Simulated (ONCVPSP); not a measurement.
# K (Z = 19): ONCV pseudisation with PBE, scalar-relativistic reference atom.

Input for ONCVPSP 4.0.1:

```
# ATOM AND REFERENCE CONFIGURATION
# atsym  z   nc   nv     iexc    psfile
  K 19.00    3    3        4      upf
#
#   n    l    f
    1    0    2.00
    2    0    2.00
    2    1    6.00
    3    0    2.00
    3    1    6.00
    4    0    1.00
#
# PSEUDOPOTENTIAL AND OPTIMIZATION
# lmax
    2
#
#   l,   rc,      ep,       ncon, nbas, qcut
    0    2.45    0.00    3    7    5.80
    1    2.15    0.00    4    8    6.60
    2    2.50    0.06    4    7    4.40
#
# LOCAL POTENTIAL
# lloc, lpopt,  rc(5),   dvloc0
    4    5    1.45    0.00
#
# VANDERBILT-KLEINMAN-BYLANDER PROJECTORs
# l, nproj, debl
    0    2    3.50
    1    2    2.90
    2    1    3.20
#
# MODEL CORE CHARGE
# icmod, fcfact, rcfact
    2    0.65    0.95
#
# LOG DERIVATIVE ANALYSIS
# epsh1, epsh2, depsh
   -3.00    5.00    0.02
#
# OUTPUT GRID
# rlmax, drl
    6.00    0.01
#
# TEST CONFIGURATIONS
# ncnf
    4
# nvcnf
#   n    l    f
    3
    3    0    2.00
    3    1    6.00
    4    0    0.00
#
    3
    3    0    2.00
    3    1    6.00
    4    0    0.50
#
    4
    3    0    2.00
    3    1    6.00
    4    0    0.00
    4    1    1.00
#
    3
    3    0    1.00
    3    1    6.00
    4    0    1.00
#
```

Command:

```bash
oncvpsp.x < K.dat > K.out
```

Output (shortened: citation, most of the input echo, consistency checks and plot data are left out):

```
ONCVPSP  (Optimized Norm-Conservinng Vanderbilt PSeudopotential)
scalar-relativistic version 4.0.1

#   n    l    f        energy (Ha)
    1    0    2.00    -1.2944038E+02
    2    0    2.00    -1.2987412E+01
    2    1    6.00    -1.0294176E+01
    3    0    2.00    -1.2988362E+00
    3    1    6.00    -6.9138552E-01
    4    0    1.00    -8.5222953E-02

Reference configufation results
  iterations    25
  all-electron total energy (Ha)   -6.02086749D+02

Begin loop to  construct optimized pseudo wave functions
and semi-local pseudopoentials for all angular momenta

Calculating optimized projector #   1

 for l=   0

    Fraction of norm inside rc  0.977319
    Optimizing pswf for qcut=   5.80 a_B^-1,  ecut=  16.82 Ha
    Residual kinetic energy error=  1.84D-08 Ha

    Energy error per electron        Cutoff
         Ha          eV             Ha
         0.01000     0.27211        3.32
         0.00100     0.02721        4.71
         0.00010     0.00272        9.43
         0.00001     0.00027       12.05

Calculating optimized projector #   2

 for l=   0

    Fraction of norm inside rc  0.053928
    Optimizing pswf for qcut=   5.80 a_B^-1,  ecut=  16.82 Ha
    Residual kinetic energy error=  5.21D-09 Ha

    Energy error per electron        Cutoff
         Ha          eV             Ha
         0.01000     0.27211        2.11
         0.00100     0.02721        3.48
         0.00010     0.00272        8.53
         0.00001     0.00027       11.90

   Wellstate for l =  1  n =  5
     eigenvalue =   2.2086
     asymptotic potential =   2.7086
     half-point radius =  3.4145

Calculating optimized projector #   1

 for l=   1

    Fraction of norm inside rc  0.880926
    Optimizing pswf for qcut=   6.60 a_B^-1,  ecut=  21.75 Ha
    Residual kinetic energy error=  4.21D-08 Ha

    Energy error per electron        Cutoff
         Ha          eV             Ha
         0.01000     0.27211        8.87
         0.00100     0.02721       12.20
         0.00010     0.00272       15.09
         0.00001     0.00027       17.41

Calculating optimized projector #   2

 for l=   1

    Fraction of norm inside rc  0.243937
    Optimizing pswf for qcut=   6.60 a_B^-1,  ecut=  21.75 Ha
    Residual kinetic energy error=  1.16D-06 Ha

    Energy error per electron        Cutoff
         Ha          eV             Ha
         0.01000     0.27211       10.03
         0.00100     0.02721       13.55
         0.00010     0.00272       15.74
         0.00001     0.00027       17.40

   Wellstate for l =  2  n =  3
     eigenvalue =   0.0600
     asymptotic potential =   0.5600
     half-point radius =  8.3790

Calculating optimized projector #   1

 for l=   2

    Fraction of norm inside rc  0.385768
    Optimizing pswf for qcut=   4.41 a_B^-1,  ecut=   9.71 Ha
    Residual kinetic energy error=  1.05D-03 Ha

    Energy error per electron        Cutoff
         Ha          eV             Ha
         0.01000     0.27211        7.34
         0.00100     0.02721        9.86
         0.00010     0.00272       25.11
         0.00001     0.00027       30.59

Construct Vanderbilt / Kleinmman-Bylander projectors

B matrix Hermiticity error, ll=   0
   1   2    3.8579E-05

  Orthonormal projector coefficients  3.9748E+00  6.7734E-01

B matrix Hermiticity error, ll=   1
   1   2   -1.7275E-04

  Orthonormal projector coefficients  1.8148E+00  2.6240E-01

Model core correction analysis
  based on d2Exc/dn_idn_j

d2excae - all-electron derivatives

   -3.771206D-02   -3.310355D-02   -1.761937D-03
   -3.310405D-02   -3.090557D-02   -2.535976D-03
   -1.760706D-03   -2.532766D-03   -3.551127D-02

d2excps - pseudofunction derivatives with no core correction

   -4.397817D-02   -3.405312D-02   -2.158392D-03
   -3.405339D-02   -3.244513D-02   -2.574461D-03
   -2.157710D-03   -2.571262D-03   -3.553177D-02

rms 2nd derivative error    2.204932E-03

amplitude prefactor, scale prefactor
   15.9777    1.1163

d2excps - pseudofunction derivatives with core correction

   -3.495063D-02   -3.197480D-02   -1.671944D-03
   -3.197476D-02   -3.208531D-02   -2.449063D-03
   -1.670686D-03   -2.445851D-03   -3.550609D-02

rms 2nd derivative error    1.135196E-03

Pseudoatom total energy  -28.654519

Diagnostic tests using Vanderbilt-Kleinman-Bylander pseudopotentials
  1 or more projectors used as specified by nproj input data

   l    rcore       rmatch      e in        delta e   norm test  slope test

   0   2.4555768   2.5301334  -1.2988362   0.0000003   1.0000734   1.0000645
   0   2.4555768   2.5301334  -0.0852230   0.0000004   1.0000114   1.0000053

   1   2.1527715   2.2181344  -0.6913855  -0.0000004   1.0000399   1.0000441
   1   2.1527715   2.2181344   2.2086145   0.0000238   1.0000892   1.0000892

   2   2.5000429   2.5759496   0.0600000   0.0000004   1.0000007   1.0000007

 Testing for bound ghosts
   n   l    E NL Schr. Eq   E Basis Diag.   E Cutoff

   1   0       -1.298836       -1.298835     31.63
   2   0       -0.085223       -0.052239     31.63

   2   1       -0.691386       -0.691359     65.48

 Testing for highly-localized positive-energy ghosts
       l    <radius>/rc     E Basis Diag.   E Cutoff

Test configuration 0

   n   l     f        eae           eps        diff
   1   0  2.0000 -129.44038251
   2   0  2.0000  -12.98741239
   2   1  6.0000  -10.29417630
   3   0  2.0000   -1.29883616   -1.29883585    3.08D-07
   3   1  6.0000   -0.69138552   -0.69138593   -4.13D-07
   4   0  1.0000   -0.08522295   -0.08522250    4.50D-07

    Total energies and differences
      AE_ref= -6.02086749D+02  AE_tst= -6.02086749D+02  dif=  0.00D+00
      PS_ref= -2.86545189D+01  PS_tst= -2.86545189D+01  dif= -2.84D-14
      PSP excitation error=  2.84D-14

Test configuration 1

   n   l     f        eae           eps        diff
   1   0  2.0000 -129.66739374
   2   0  2.0000  -13.21395340
   2   1  6.0000  -10.52072654
   3   0  2.0000   -1.52334603   -1.52373390   -3.88D-04
   3   1  6.0000   -0.91447343   -0.91455041   -7.70D-05

    Total energies and differences
      AE_ref= -6.02086749D+02  AE_tst= -6.01928226D+02  dif=  1.59D-01
      PS_ref= -2.86545189D+01  PS_tst= -2.84959857D+01  dif=  1.59D-01
      PSP excitation error= -9.82D-06

Test configuration 2

   n   l     f        eae           eps        diff
   1   0  2.0000 -129.54504890
   2   0  2.0000  -13.09187533
   2   1  6.0000  -10.39864742
   3   0  2.0000   -1.40249466   -1.40263339   -1.39D-04
   3   1  6.0000   -0.79458991   -0.79461163   -2.17D-05
   4   0  0.5000   -0.15740455   -0.15740879   -4.23D-06

    Total energies and differences
      AE_ref= -6.02086749D+02  AE_tst= -6.02026429D+02  dif=  6.03D-02
      PS_ref= -2.86545189D+01  PS_tst= -2.85941964D+01  dif=  6.03D-02
      PSP excitation error= -2.00D-06

Test configuration 3

   n   l     f        eae           eps        diff
   1   0  2.0000 -129.49531323
   2   0  2.0000  -13.04238593
   2   1  6.0000  -10.34909875
   3   0  2.0000   -1.35323671   -1.35354962   -3.13D-04
   3   1  6.0000   -0.74498413   -0.74506127   -7.71D-05
   4   1  1.0000   -0.05098105   -0.05098248   -1.44D-06

    Total energies and differences
      AE_ref= -6.02086749D+02  AE_tst= -6.02029693D+02  dif=  5.71D-02
      PS_ref= -2.86545189D+01  PS_tst= -2.85974613D+01  dif=  5.71D-02
      PSP excitation error= -1.15D-06

Test configuration 4

   n   l     f        eae           eps        diff
   1   0  2.0000 -130.05802467
   2   0  2.0000  -13.58752142
   2   1  6.0000  -10.89554711
   3   0  1.0000   -1.80048558   -1.81808036   -1.76D-02
   3   1  6.0000   -1.17240805   -1.17700627   -4.60D-03
   4   0  1.0000   -0.31778079   -0.31864712   -8.66D-04

    Total energies and differences
      AE_ref= -6.02086749D+02  AE_tst= -6.00543493D+02  dif=  1.54D+00
      PS_ref= -2.86545189D+01  PS_tst= -2.71031002D+01  dif=  1.55D+00
      PSP excitation error= -8.16D-03
```

The run took about 2.6 s on one core of a shared server CPU.
